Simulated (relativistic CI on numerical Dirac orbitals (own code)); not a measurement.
## Exchange splitting of the 3s photoelectron line of Mn³⁺

Problem. Mn³⁺ ([Ar] 3d4) has the spin S = 2. The exchange integral with a hole in 3s, calculated from Dirac-KLI orbitals and scaled by 0.8, is G^2(3s,3d) = 9.878 eV, with l = 2 the orbital momentum of the open shell. Find the splitting and the intensity ratio of the 3s line.

Working.
1. The electron left in 3s couples its spin to S, giving S + ½ = 5/2 and S − ½ = 3/2.
2. Van Vleck's theorem gives ΔE = (2S + 1) G^l/(2l + 1) = 5 × 9.878/5 = 9.88 eV, with the high-spin state at lower binding energy.
3. The intensities follow the multiplicities, (2S + 2) : 2S = (S + 1) : S = 1.50.

Check. The full multiplet calculation with spin-orbit coupling puts the centres of the two groups of its strongest lines 9.88 eV apart. Measured splittings are much smaller, often about half, when hole and open shell share n, because correlation inside the n = 3 shell lowers the low-spin state; the low-spin line also loses weight to satellites, so measured ratios exceed (S + 1)/S. The splitting still grows with S and serves to read the spin state.
